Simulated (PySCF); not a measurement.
Species: C6H11O2 (doublet state).
Z-matrix (Å and degrees, GFN2-xTB geometry), rows numbered from 1:
```
C 
O   1  1.3664
C   2  1.3899  1  116.29
C   3  1.5295  2  108.52  1   175.84
C   4  1.5266  3  109.52  2   176.53
C   5  1.5273  4  109.24  3   -54.34
C   6  1.5282  5  109.16  4    54.24
O   7  1.4091  6  111.87  5   -57.18
H   1  1.0714  2  112.99  3   168.59
H   1  1.0736  2  118.93  3    16.25
H   3  1.1141  2  110.16  1    55.72
H   4  1.0898  3  108.96  2   -61.29
H   4  1.0910  3  107.65  2    56.35
H   5  1.0933  4  109.44  3    65.46
H   5  1.0906  4  110.10  3  -175.88
H   6  1.0905  5  110.90  4   174.97
H   6  1.0912  5  109.60  4   -65.03
H   7  1.1024  6  109.64  5    64.56
H   7  1.0916  6  111.38  5  -174.72
```

The hyperfine couplings belong to this conformer and change with its torsions.

The species is `[CH2]O[C@H]1CCCCO1` [radical].

Computed with UKS B3LYP, pcH-1 on C H O, non-relativistic, mean-field spin-orbit, GIAO in PySCF 2.14.0. Geometry: GFN2-xTB, one conformer, isolated molecule. A GFN2-xTB geometry isn't a minimum of the functional, and hyperfine couplings can be far from their values at a DFT geometry. Stability of the SCF solution: not tested.

Task: Break the g tensor into its mass correction, gauge correction and orbital-Zeeman/spin–orbit terms.

Result: 
```csv
Δg (ppm),1,2,3
relativistic mass correction,-185,-185,-185
gauge correction,-3,35,30
orbital Zeeman/spin–orbit,43,1192,2027
total,-144,1043,1872
```

So g = 2.00218, 2.00336, 2.00419 and g_iso = 2.00324; the tensor is rhombic: the two nearest values differ by 41 % of g3 − g1. Axes: g3 points within 11° of the O2–C3 bond.

Task: What effective moment and Curie constant follow for a powder?

Result: With the mean of g² = 4.0130 and S(S+1) = 0.75: μ_eff = √(⟨g²⟩S(S+1)) = 1.735 μB and χT = 0.12505·⟨g²⟩·S(S+1) = 0.376 cm³ K/mol (cgs; spin-Hamiltonian part alone).

Task: At 34.196 GHz, how far is the centre of the isotropic spectrum from where a free electron (g = 2.002319) resonates?

Result: B = hν/(g μB) with μB/h = 13.99624 MHz/mT gives 1220.20 mT for the free electron and 1219.64 mT at g_iso, 0.56 mT lower.

Task: What are the electron Larmor frequencies g μB B/h along the three axes at 330 mT?

Result: 9.2476, 9.2531, 9.2569 GHz for g1, g2 and g3, a range of 9.3 MHz.

Task: In a frozen sample, at which fields do the three g values resonate at 9.5, 34, 94 and 263 GHz (hyperfine left aside), and which band first spreads them over more than twice a line width of 0.5 mT?

Result: 
```tsv
band	GHz	B(g3) mT	B(g2) mT	B(g1) mT	spread mT
X	9.5	338.67	338.81	339.01	0.34
Q	34.0	1212.07	1212.57	1213.29	1.22
W	94.0	3351.02	3352.41	3354.40	3.37
J	263.0	9375.73	9379.61	9385.17	9.44
```

The spread grows in proportion to the frequency. Q band is the first where it exceeds 1.0 mT.

Largest spin populations (Mulliken): C1 (+0.95) and O2 (+0.11). No atom but C1 exceeds +0.15. The angles at C1 add up to 353.6°, so it is slightly pyramidal.

The HOMO–LUMO gaps are 6.00 eV among the α and 6.25 eV among the β orbitals.

The run took 95 s wall (with the writing of density and orbital grids) on Arm Neoverse V2, one thread, shared host with 96 logical CPUs at a one-minute load of 54, and the process peaked at 1.0 GiB of memory.
